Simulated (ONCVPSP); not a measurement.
**calcium (Ca): excitation energies, all-electron against ONCV**

| Property | Result |
| --- | --- |
| Element | calcium (Ca) |
| Generator | ONCVPSP 4.0.1 |
| Type | optimised norm-conserving Vanderbilt (ONCV) |
| Functional | PBEsol |
| Relativity | scalar-relativistic |
| Frozen core | [Ne] |
| Valence charge | 10 |
| Reference configuration | 3s2 3p6 4s2 |
| Partial waves | 3s+4s: rc 1.85 bohr, ncon 3, nbas 8, qcut 5.4 1/bohr, 2 projectors; 3p: rc 1.15 bohr, ncon 5, nbas 8, qcut 7.6 1/bohr, 3 projectors, debl 3.6 Ha; d scattering state at 0.38 Ha: rc 1.60 bohr, ncon 3, nbas 8, qcut 6.2 1/bohr, 2 projectors, debl 3.7 Ha |
| Local potential | polynomial inside 0.75 bohr (lpopt 4, dvloc0 0 Ha) |
| Core correction | Teter function, fcfact 4.75, rcfact 1.1 |

In the d channel the program set the typed energies aside and used 0.050, 3.750 Ha.

Energies are relative to the spin-unpolarised reference configuration 3s2 3p6 4s2; without spin polarisation the order of configurations can differ from experiment.

| valence configuration | charge | ΔE all-electron (eV) | error AE − PS (meV) |
| --- | --- | --- | --- |
| 3s2 3p6 4s0 | +2 | 17.987 | -3.0 |
| 3s2 3p6 3d1 4s0 | +1 | 7.626 | +13 |

(1) What are ΔE and the potential's error for 3s2 3p6 4s1?

(2) What are ΔE and the potential's error for 3s2 3p6 4s1.5?

Note: ghosts flagged at negative energy: p at -1531.3 eV; GHOST(+) flagged for s at 124.0 eV. A true bound ghost makes a file unfit for plane-wave use.

Answers

(1) ΔE = 6.305 eV all-electron; the error (AE − PS) is -0.4 meV.

(2) ΔE = 2.504 eV all-electron; the error (AE − PS) is -0.1 meV.
